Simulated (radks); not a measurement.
Valence configurations of the chromium ion Cr3+ (all share [Ar]). All-electron calculation, non-relativistic Kohn-Sham, PBE, spin-unpolarised, spherical densities, point nucleus. Program: a radial shooting solver on a logarithmic mesh with Libxc functionals. Energies are relative to 3d3; eigenvalues in eV.

valence,E (eV),e(3d),e(4p),e(4s)
3d3,0.000,-39.341,-,-
3d2 4p1,19.197,-47.344,-25.456,-
3d1 4p2,43.995,-55.896,-28.069,-
3d2 4s1,12.689,-46.366,-,-31.406
3d1 4s1 4p1,37.045,-54.982,-27.606,-34.545
3d1 4s2,30.120,-54.054,-,-34.040
3d1.5 4s1.5,20.773,-50.134,-,-32.732
3d2.5 4p0.5,8.938,-43.266,-24.097,-
3d2.5 4s0.5,5.789,-42.763,-,-30.100
4s1 4p2,67.667,-,-30.093,-37.482

NIST lists [Ar] 3d3 as the ground configuration; this level of theory agrees among the configurations tried. The energies are those of spherical spin-averaged densities, not of single terms.
